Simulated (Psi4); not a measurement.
HO, doublet, at a GFN2-xTB geometry; Psi4 1.11 with MP2/cc-pVTZ.

Input for Psi4:
```
memory 2 GB

molecule mol {
0 2
  O    -0.000000   -0.000000   -0.107036
  H     0.000000    0.000000    0.856289
}

set basis cc-pvtz
set reference uhf
set freeze_core true

energy('mp2')
print_variables()
```

What the program printed (banner, timings and long lists left out):

```
    SCF Algorithm Type (re)set to DF.

   => Loading Basis Set <=

    Name: CC-PVTZ
    Role: ORBITAL
    Keyword: BASIS

         ---------------------------------------------------------
                                   SCF
               by Justin Turney, Rob Parrish, Andy Simmonett
                          and Daniel G. A. Smith
                              UHF Reference
         ---------------------------------------------------------

  ==> Geometry <==

    Molecular point group: c2v
    Full point group: C_inf_v

    Geometry (in Angstrom), charge = 0, multiplicity = 2:

       Center              X                  Y                   Z               Mass
    ------------   -----------------  -----------------  -----------------  -----------------
         O            0.000000000000     0.000000000000    -0.057100389058    15.994914619570
         H            0.000000000000     0.000000000000     0.906224610942     1.007825032230

  Running in c2v symmetry.

  Rotational constants: A = ************  B =     19.16032  C =     19.16032 [cm^-1]
  Rotational constants: A = ************  B = 574411.82873  C = 574411.82873 [MHz]
  Nuclear repulsion =    4.394589245955416

  Charge       = 0
  Multiplicity = 2
  Electrons    = 9
  Nalpha       = 5
  Nbeta        = 4

  ==> Algorithm <==

  SCF Algorithm Type is DF.
  DIIS enabled.
  MOM disabled.
  Fractional occupation disabled.
  Guess Type is SAD.
  Energy threshold   = 1.00e-08
  Density threshold  = 1.00e-08
  Integral threshold = 1.00e-12

  ==> Primary Basis <==

  Basis Set: CC-PVTZ
    Blend: CC-PVTZ
    Number of shells: 16
    Number of basis functions: 44
    Number of Cartesian functions: 50
    Spherical Harmonics?: true
    Max angular momentum: 3

   => Loading Basis Set <=

    Name: (CC-PVTZ AUX)
    Role: JKFIT
    Keyword: DF_BASIS_SCF

  ==> Integral Setup <==

  SCF_SUBTYPE=INCORE selected. In-core MEM_DF algorithm will be used.
  Using in-core AOs.

  ==> MemDFJK: Density-Fitted J/K Matrices <==

    J tasked:                   Yes
    K tasked:                   Yes
    wK tasked:                   No
    Algorithm:                 Core
    Schwarz Cutoff:           1E-12
    Mask sparsity (%):       0.0000
    Fitting Condition:        1E-10

   => Auxiliary Basis Set <=

  Basis Set: (CC-PVTZ AUX)
    Blend: CC-PVTZ-JKFIT
    Number of shells: 35
    Number of basis functions: 109
    Number of Cartesian functions: 131
    Spherical Harmonics?: true
    Max angular momentum: 4

  Minimum eigenvalue in the overlap matrix is 3.9475493672E-03.
  Reciprocal condition number of the overlap matrix is 9.9578120988E-04.
    Using symmetric orthogonalization.

  ==> Pre-Iterations <==

  SCF Guess: Superposition of Atomic Densities via on-the-fly atomic UHF (no occupation information).

   -------------------------
    Irrep   Nso     Nmo
   -------------------------
     A1        20      20
     A2         4       4
     B1        10      10
     B2        10      10
   -------------------------
    Total      44      44
   -------------------------

  ==> Iterations <==

                           Total Energy        Delta E     RMS |[F,P]|

   @DF-UHF iter SAD:   -74.66428344511766   -7.46643e+01   0.00000e+00
   @DF-UHF iter   1:   -75.39657761500293   -7.32294e-01   9.15605e-03 DIIS/ADIIS
   @DF-UHF iter   2:   -75.41656069663907   -1.99831e-02   3.40094e-03 DIIS/ADIIS
   @DF-UHF iter   3:   -75.41897058834665   -2.40989e-03   1.01853e-03 DIIS/ADIIS
   @DF-UHF iter   4:   -75.41936801759829   -3.97429e-04   3.10367e-04 DIIS/ADIIS
   @DF-UHF iter   5:   -75.41943086944849   -6.28519e-05   1.32967e-04 DIIS/ADIIS
   @DF-UHF iter   6:   -75.41944716853563   -1.62991e-05   4.89254e-05 DIIS
   @DF-UHF iter   7:   -75.41945005009826   -2.88156e-06   1.62802e-05 DIIS
   @DF-UHF iter   8:   -75.41945038117758   -3.31079e-07   3.54180e-06 DIIS
   @DF-UHF iter   9:   -75.41945039209430   -1.09167e-08   9.56962e-07 DIIS
   @DF-UHF iter  10:   -75.41945039285159   -7.57282e-10   1.11034e-07 DIIS
   @DF-UHF iter  11:   -75.41945039286063   -9.03810e-12   1.37746e-08 DIIS
   @DF-UHF iter  12:   -75.41945039286077   -1.42109e-13   2.34886e-09 DIIS
  Energy and wave function converged.

  ==> Post-Iterations <==

   @Spin Contamination Metric:   5.967737902E-03
   @S^2 Expected:                7.500000000E-01
   @S^2 Observed:                7.559677379E-01
   @S   Expected:                5.000000000E-01
   @S   Observed:                5.000000000E-01

    Orbital Energies [Eh]
    ---------------------

    Alpha Occupied:

[...]
    Alpha Virtual:

[...]
    Beta Occupied:

[...]
       1B2    -0.510036

    Beta Virtual:

[...]
      20A1    10.902342

    Final Occupation by Irrep:
             A1    A2    B1    B2
    DOCC [     3,    0,    0,    1 ]
    SOCC [     0,    0,    1,    0 ]
    NA   [     3,    0,    1,    1 ]
    NB   [     3,    0,    0,    1 ]

  @DF-UHF Final Energy:   -75.41945039286077

   => Energetics <=

    Nuclear Repulsion Energy =              4.3945892459554159
    One-Electron Energy =                -112.7627504531906482
    Two-Electron Energy =                  32.9487108143744649
    Total Energy =                        -75.4194503928607674

  UHF NO Occupations:
  HONO-2 :    2 A1 1.9993636
  HONO-1 :    3 A1 1.9980089
  HONO-0 :    1 B1 1.0000000
  LUNO+0 :    4 A1 0.0019911
  LUNO+1 :    5 A1 0.0006364
  LUNO+2 :    2 B2 0.0003576
  LUNO+3 :    6 A1 0.0000010

Computation Completed

Properties will be evaluated at   0.000000,   0.000000,   0.000000 [a0]

Properties computed using the SCF density matrix

 Multipole Moments:

 ------------------------------------------------------------------------------------
     Multipole            Electronic (a.u.)      Nuclear  (a.u.)        Total (a.u.)
 ------------------------------------------------------------------------------------

 L = 1.  Multiply by 2.5417464519 to convert [e a0] to [Debye]
 Dipole X            :          0.0000000            0.0000000            0.0000000
 Dipole Y            :          0.0000000            0.0000000            0.0000000
 Dipole Z            :         -0.1482736            0.8492835            0.7010099
 Magnitude           :                                                    0.7010099

 ------------------------------------------------------------------------------------

  //>>>>>>>>>>>>>>>>>>>>>>>>>>>>>>>>>>>//
  //               DFMP2               //
  //<<<<<<<<<<<<<<<<<<<<<<<<<<<<<<<<<<<//

   => Loading Basis Set <=

    Name: (CC-PVTZ AUX)
    Role: RIFIT
    Keyword: DF_BASIS_MP2

	 --------------------------------------------------------
	                          DF-MP2
	      2nd-Order Density-Fitted Moller-Plesset Theory

	        Rob Parrish, Justin Turney, Andy Simmonett,
	           Ed Hohenstein, and C. David Sherrill
	 --------------------------------------------------------

	 --------------------------------------------------------
	                 NBF =    44, NAUX =   111
	 --------------------------------------------------------
	   CLASS    FOCC     OCC    AOCC    AVIR     VIR    FVIR
	   ALPHA       1       5       4      39      39       0
	    BETA       1       4       3      40      40       0
	 --------------------------------------------------------

	-----------------------------------------------------------
	 ==================> DF-MP2 Energies <====================
	-----------------------------------------------------------
	 Reference Energy          =     -75.4194503928607674 [Eh]
	 Singles Energy            =      -0.0000000000000000 [Eh]
	 Same-Spin Energy          =      -0.0467493860486389 [Eh]
	 Opposite-Spin Energy      =      -0.1526406020259268 [Eh]
	 Correlation Energy        =      -0.1993899880745657 [Eh]
	 Total Energy              =     -75.6188403809353389 [Eh]
	-----------------------------------------------------------
	 ================> DF-SCS-MP2 Energies <==================
	-----------------------------------------------------------
	 SCS Same-Spin Scale       =       0.3333333333333333 [-]
	 SCS Opposite-Spin Scale   =       1.2000000000000000 [-]
	 SCS Same-Spin Energy      =      -0.0155831286828796 [Eh]
	 SCS Opposite-Spin Energy  =      -0.1831687224311122 [Eh]
	 SCS Correlation Energy    =      -0.1987518511139918 [Eh]
	 SCS Total Energy          =     -75.6182022439747641 [Eh]
	-----------------------------------------------------------

  Variable Map:
  ----------------------------------------------------------------------------
[...]
  Array Variable Map:
  ----------------------------------------------------------------------------
[...]
[...]
```
